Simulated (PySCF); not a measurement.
**Assigning NMR signals**

Geometry:
```tsv
atom	x (Å)	y (Å)	z (Å)
C1	-2.974	-0.235	0.196
C2	-1.810	0.380	0.092
O3	-0.632	-0.322	0.137
C4	0.531	0.360	0.029
O5	0.601	1.555	-0.107
C6	1.673	-0.572	0.102
C7	2.922	-0.136	0.019
H8	-3.035	-1.302	0.317
H9	-3.892	0.319	0.159
H10	-1.695	1.449	-0.032
H11	1.418	-1.614	0.225
H12	3.120	0.917	-0.103
H13	3.768	-0.799	0.070
```

[PySCF: geometry from GFN2-xTB; shielding tensors at PBE0/pcSseg-1 (GIAO); one conformer; relativity neglected; in vacuum]

Shifts are taken against calculated references (same method and geometry level): 13C (186.93 ppm), 1H (31.72 ppm) vs TMS.

Problem. Assign these signals to the numbered atoms. 13C{1H} NMR (computed): δ 168.2, 149.4, 143.1, 135.8, 102.4.

Solution. 
168.2 → C4, ester carbonyl carbon: lone-pair donation from the attached heteroatom keeps it upfield of a ketone carbonyl
149.4 → C2, alkene carbon bearing oxygen: an sp2 carbon further deshielded by the attached heteroatom
143.1 → C7, β carbon of a C=C–C=O unit: conjugation with the carbonyl draws π density from the β position
135.8 → C6, α carbon of a C=C–C=O unit: an sp2 carbon of a C=C bond
102.4 → C1, β carbon of an enol-ether or enamine type C=C: the O or N lone pair pushes π density onto this β carbon and shields it

Problem. Assign these signals to the numbered atoms. 1H NMR (300 MHz, computed): δ 8.01 (m, 1H), 7.10 (m, 1H), 6.36 (m, 1H), 6.34 (m, 1H), 5.17 (m, 1H), 4.91 (m, 1H).

Solution. 
```tsv
δ (ppm)	atoms	environment	reason
8.01	H10	hydrogen on an alkene carbon bearing oxygen	–
7.10	H12	hydrogen on a β carbon of a C=C–C=O unit	a vinylic proton, deshielded by the sp2 carbon and the C=C anisotropy
6.36	H13	hydrogen on a β carbon of a C=C–C=O unit	–
6.34	H11	hydrogen on an α carbon of a C=C–C=O unit	olefinic region
5.17	H8	hydrogen on a β carbon of an enol-ether or enamine type C=C	attached to an sp2 carbon and in the plane of the double bond
4.91	H9	hydrogen on a β carbon of an enol-ether or enamine type C=C	–
```

H13 and H11 lie closer than the usual error of such a calculation, so a measured spectrum could show them in the other order.

Shifts are as computed. Against solution values, carbons near 30 ppm lie about +3 ppm off and those near 130 ppm about +5 ppm (rms about the fit 2.1 ppm; single classes can miss by 10 ppm). Of 1328 compounds with measured shifts, 309 miss one by over three times the rms of a fit or turn the order of signals round; such compounds aren't used in these exercises. Signals without a measured value on file couldn't be tested in this way; 1H shifts scatter by 0.2 ppm about their fit, and single ones miss by 0.5 ppm. No couplings were computed; multiplicities are counted from neighbouring protons, with m where these are inequivalent, close in shift, in a saturated or five-membered ring or joined by F or P, and br s for small geminal =CH2 splittings.
